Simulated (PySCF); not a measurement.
TeN at ROHF-MP2

Level: ROHF-MP2. Te def2-SVPD with ECP28, N def2-SVPD; scalar-relativistic core potentials (PySCF 2.14).

| Item | Value |
| --- | --- |
| state | ²Π (doublet), unpaired electrons π ↑ |
| bond length | 1.875 Å |
| harmonic wavenumber | 718 cm⁻¹ |
| force constant | 3.84 mdyn/Å |
| rotational constant Be | 0.3793 cm⁻¹ |
| well depth De to Te + N | 208 kJ/mol |
| dissociation energy D0 | 204 kJ/mol |

Correlated steps freeze 5 core orbitals. Correlated levels converge slowly with the basis: in double zeta they bind strong bonds too weakly, by up to about 1 eV, and carry superposition errors of some tenths. These are scalar-relativistic numbers at best; spin–orbit coupling would shift them, the dissociation energy most. The state is the lowest determinant that a PBE0 search found; another state may lie lower at other levels.
